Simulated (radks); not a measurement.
The numbers below are computed, except where a source is named.
Species: Tc I. Configuration: [Kr] 4d4.5 5s1.5 5p1 (fractional occupations, a model configuration). Code: a radial shooting solver on a logarithmic mesh with Libxc functionals. Model: scalar-relativistic Kohn-Sham, r2SCAN, spin-polarised, spherical densities, finite nucleus; open shells are filled with parallel spins first (spin-orbit coupling, left out, can overturn this in heavy ions); meta-GGA in the generalised Kohn-Sham scheme; Fermi nuclear charge, rms radius 4.4112 fm.

Normalised radial functions P(r) = r R(r), r in bohr:

```
   r/bohr * 4p down (the largest magnitude, 0.975, reaches the edge; | marks zero)
 0.002468                             *
 0.003863                             *
 0.006046                             *
 0.009463                             |*
  0.01493                             | *
  0.02337                             |  *
  0.03658                             |     *
  0.05725                             |        *
  0.09032                             |        *
   0.1414                             |  *
   0.2213                  *          |
   0.3463               *             |
   0.5464                             |    *
   0.8552                             |                          *
    1.339                             |                       *
    2.095                             |        *
    3.306                             |*
    5.174                             *
    8.098                             *
    12.67                             *
```

4p down: eigenvalue -46.893 eV, 2 radial nodes at r = 0.155, 0.504 bohr, <r> = 1.16 bohr, 90 % of the charge inside 1.72 bohr.
